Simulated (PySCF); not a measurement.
## Si: excitation energy

Si [Ne] 3s2 3p2 (3P) → Si [Ne] 3s2 3p1 4s1, s spin flipped, as a difference of total energies. Calculation: PySCF 2.14, in dyall-av3z; no relativity, point nucleus. Correlated levels: valence: [Ne] frozen; virtual orbitals above 40 to 60 times the deepest correlated orbital energy dropped. The calculations carry no spin-orbit coupling.

```
           method  excitation energy (cm⁻¹)
              UHF                     38956
              LDA                     40210
              PBE                     40209
             PBE0                     40749
           r2SCAN                     42130
              M06                     38533
             PW91                     40409
             MN15                     41485
           M06-2X                     37026
    MP2 (valence)                     40702
SCS-MP2 (valence)                     40092
```

The upper determinant mixes two multiplicities, so it lies between the two terms.

The promoted electron is Rydberg-like, and one or two diffuse shells describe it only roughly, which tends to raise the upper state.
